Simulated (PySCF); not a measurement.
Several orderings of computed values.

Each SMILES stands for a single optimised conformer of the isolated species, non-relativistic unless stated; the electronic structure was computed with PySCF and density fitting.

Dipoles, sizes and rotational constants follow the conformer. The torsions of the flexible species, by atom-mapped SMILES:
- `[CH3:1][CH2:2][CH2:3][P@H:4](=[O:5])[C:6]([CH3:7])([CH3:8])[CH3:9]`: C1–C2–C3–P4 -64°, C2–C3–P4–O5 -42°, C3–P4–C6–C7 -52°
- `[CH3:1][C:2]#[C:3][P:4]([CH2:5][CH3:6])[CH2:7][CH2:8][C:9]#[N:10]`: C3–P4–C5–C6 -73°, C3–P4–C7–C8 71°, P4–C7–C8–C9 -179°
- `[CH2:1]=[CH:2][SiH2:3][CH2:4][C:5]1=[CH:6][C:7](=[O:8])[SiH2:9][CH2:10]1`: C1–C2–Si3–C4 124°, C2–Si3–C4–C5 57°, Si3–C4–C5–C6 -91°
- `[CH3:1][CH2:2][C:3]([CH3:4])([CH3:5])[P:6]([CH3:7])([CH3:8])=[O:9]`: C1–C2–C3–C4 -58°, C2–C3–P6–C7 159°
- `[CH2:1]=[P:2]1([n:3]2[cH:4][cH:5][cH:6][cH:7]2)[CH2:8][CH2:9][CH2:10]1`: C1–P2–N3–C4 -47°
- `[CH3:1][C:2]([CH3:3])([CH3:4])[c:5]1[cH:6][cH:7][p:8][cH:9][n:10]1`: C1–C2–C5–C6 -60°
- `[SiH3:1][CH2:2][c:3]1[cH:4][cH:5][cH:6][c:7]([O:8][SiH3:9])[cH:10]1`: Si1–C2–C3–C4 -88°, C6–C7–O8–Si9 -4°
- `[CH3:1][CH2:2][C:3]([F:4])([CH2:5][CH3:6])[CH2:7][CH3:8]`: C1–C2–C3–F4 -62°, C2–C3–C5–C6 178°, C2–C3–C7–C8 64°
- `[CH3:1][O:2][CH2:3][P:4]([CH3:5])[CH2:6][CH:7]([CH3:8])[CH3:9]`: C1–O2–C3–P4 179°, O2–C3–P4–C5 52°, C3–P4–C6–C7 -77°, P4–C6–C7–C8 174°
- `[CH2:1]=[CH:2][CH2:3][n:4]1[cH:5][c:6]([CH3:7])[p:8][c:9]1[CH3:10]`: C1–C2–C3–N4 130°, C2–C3–N4–C5 93°
- `[CH3:1][CH2:2][c:3]1[p:4][cH:5][n:6][c:7]([CH3:8])[c:9]1[CH3:10]`: C1–C2–C3–P4 98°
- `[CH3:1][CH2:2][CH2:3][P@@H:4](=[S:5])[c:6]1[cH:7][cH:8][s:9][cH:10]1`: C1–C2–C3–P4 63°, C2–C3–P4–S5 46°, C3–P4–C6–C7 -92°

The conformers of `C=CCC1=CC(=O)[SiH2][SiH2]C1` and `CC1=CC[P@@](=O)(P)C1` aren't listed.

Problem. Rank by dipole moment, lowest first (PBE0/pcSseg-1 at GFN2-xTB geometries).
A. `C=C[SiH2]CC1=CC(=O)[SiH2]C1`
B. `C=P1(N2C=CC=C2)CCC1`
C. `CCC(C)(C)P(C)(C)=O`
D. `CC(C)(C)c1ccpcn1`
E. `[SiH3]Cc1cccc(O[SiH3])c1`
F. `CCC[P@H](=O)C(C)(C)C`
G. `CC#CP(CC)CCC#N`

Solution. E (0.62 D), D (1.93 D), B (2.85 D), F (3.65 D), C (3.81 D), A (4.18 D), G (4.38 D).

Problem. By how much do the two ends of that ranking differ?

Solution. By 3.76 D, between `CC#CP(CC)CCC#N` and `[SiH3]Cc1cccc(O[SiH3])c1`.

Problem. Rank by smallest rotational constant, lowest first (GFN2-xTB).
A. `CC(C)(C)c1ccpcn1`
B. `CC#CP(CC)CCC#N`
C. `CCC(F)(CC)CC`
D. `CCC(C)(C)P(C)(C)=O`
E. `[SiH3]Cc1cccc(O[SiH3])c1`
F. `C=P1(n2cccc2)CCC1`

Solution. E (0.397 GHz), B (0.459 GHz), A (0.655 GHz), F (0.806 GHz), D (1.058 GHz), C (1.246 GHz).

Problem. Give the two extremes of that set in cm⁻¹.

Solution. `[SiH3]Cc1cccc(O[SiH3])c1`: 0.0132 cm⁻¹; `CCC(F)(CC)CC`: 0.0416 cm⁻¹.

Problem. Rank by HOMO energy, lowest first (PBE0/pcSseg-1 at GFN2-xTB geometries).
A. `CCC[P@H](=O)C(C)(C)C`
B. `C=CCn1cc(C)pc1C`
C. `CC(C)(C)c1ccpcn1`
D. `CCc1pcnc(C)c1C`
E. `[SiH3]Cc1cccc(O[SiH3])c1`
F. `CCC(F)(CC)CC`
G. `COCP(C)CC(C)C`
H. `CCC(C)(C)P(C)(C)=O`

Solution. F (-8.60 eV), A (-7.42 eV), H (-7.20 eV), C (-6.93 eV), D (-6.77 eV), E (-6.61 eV), G (-6.46 eV), B (-5.92 eV).

Problem. By how much do the two ends of that ranking differ?

Solution. By 2.68 eV, between `C=CCn1cc(C)pc1C` and `CCC(F)(CC)CC`.

Problem. Rank by HOMO–LUMO gap, highest first (PBE0/pcSseg-1 at GFN2-xTB geometries).
A. `C=CCC1=CC(=O)[SiH2][SiH2]C1`
B. `CCC[P@@H](=S)c1ccsc1`
C. `CP(=O)(C)C(C)(CC)C`
D. `CC1=CC[P@@](=O)(P)C1`

Solution. C (8.18 eV), D (7.09 eV), B (5.55 eV), A (4.80 eV).
